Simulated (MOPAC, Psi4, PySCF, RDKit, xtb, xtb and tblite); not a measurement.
Two geometries of SMILES B[SiH2][SiH2]Cl, relaxed at GFN2-xTB with one dihedral held; other torsions can differ between them too.

Structure A

```
10

B      1.9278     0.4850     0.1088
Si     0.5741    -0.9228     0.1421
Si     0.8800    -2.5605    -1.4889
Cl     2.8685    -2.9920    -1.6562
H      2.3232     0.9101    -0.9077
H      2.4372     0.8910     1.0807
H     -0.7821    -0.4074    -0.1393
H      0.3912    -1.6075     1.4375
H      0.4738    -2.1645    -2.8398
H      0.2392    -3.8535    -1.2424
```

Structure B

```
10

B     -1.9909     0.4647     0.1494
Si    -0.4959    -0.8074     0.1729
Si     0.4984    -1.2569     2.2268
Cl     0.6321     0.4698     3.3067
H     -2.5404     0.7403    -0.8460
H     -2.3826     0.9742     1.1267
H     -0.8911    -2.1293    -0.3574
H      0.5825    -0.3976    -0.7514
H     -0.2448    -2.1742     3.0968
H      1.8686    -1.7729     2.1903
```

Problem. Which is lower in energy at the level DF-MP2 (frozen core)/cc-pVTZ // GFN2-xTB run with Psi4, and by how much?

Solution. A is lower, by 0.58 kcal/mol (dihedral H5–B1–Si2–Si3: 40° in A, 180° in B).

E(B) − E(A) in kcal/mol at the other levels, on the same two geometries: GFN2-xTB (xtb and tblite) 1.07; B3LYP/def2-TZVP // GFN2-xTB (Psi4) 0.64; B3LYP-D3(BJ)/def2-TZVP // GFN2-xTB (Psi4) 0.69; PBE/def2-TZVP // GFN2-xTB (Psi4) 0.78; PBE-D3(BJ)/def2-TZVP // GFN2-xTB (Psi4) 0.80; HF/cc-pVTZ // GFN2-xTB (Psi4) 0.32; UFF // GFN2-xTB (RDKit) -0.33; PM6, restricted, heats of formation // GFN2-xTB (MOPAC) 0.18; PM7, restricted, heats of formation // GFN2-xTB (MOPAC) -0.02; GFN1-xTB // GFN2-xTB (xtb) 0.92; restricted B3LYP/6-31G*, spherical d // GFN2-xTB (PySCF) 0.53; restricted Hartree-Fock/STO-3G // GFN2-xTB (PySCF) 0.25; restricted MP2 (frozen core)/3-21G // GFN2-xTB (PySCF) 0.40; restricted MP2 (frozen core)/6-31G*, spherical d // GFN2-xTB (PySCF) 0.43.
